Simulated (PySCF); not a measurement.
C₂H₃Cl₂FSi, SMILES [SiH2](/C(F)=C\Cl)Cl.

Geometry: PBE0-D3(BJ)/def2-SVP. The structure was generated by enumeration; whether it is a known compound was not checked. The values are those of a single conformer.

Calculation: TDA-PBE/def2-SVPD in PySCF.

Vertical excitations. Isolated molecule, no solvent.

Computed excitation energies, oscillator strengths and character:
```tsv
state	energy (eV)	λ (nm)	f	main pairs
S1	5.20	238	0.136	HOMO→LUMO 72 %, HOMO→LUMO+2 12 %
S2	5.47	227	0.002	HOMO−1→LUMO 94 %
S3	5.53	224	0.004	HOMO−2→LUMO 95 %
S4	5.84	212	0.016	HOMO→LUMO+1 91 %
S5	5.96	208	0.002	HOMO−3→LUMO 98 %
S6	6.28	197	0.032	HOMO→LUMO+2 67 %, HOMO→LUMO+4 19 %
S7	6.41	193	0.001	HOMO→LUMO+3 96 %
S8	6.69	185	0.001	HOMO→LUMO+5 72 %, HOMO→LUMO+4 23 %
S9	6.88	180	0.004	HOMO−1→LUMO+1 85 %
S10	6.90	180	0.005	HOMO−4→LUMO 60 %, HOMO−2→LUMO+1 22 %
T1	3.57	348	0	HOMO→LUMO 97 %
T2	5.21	238	0	HOMO−1→LUMO 98 %
T3	5.33	232	0	HOMO→LUMO+1 98 %
T4	5.36	231	0	HOMO−2→LUMO 98 %
```
Triplets are in the Tamm–Dancoff approximation.
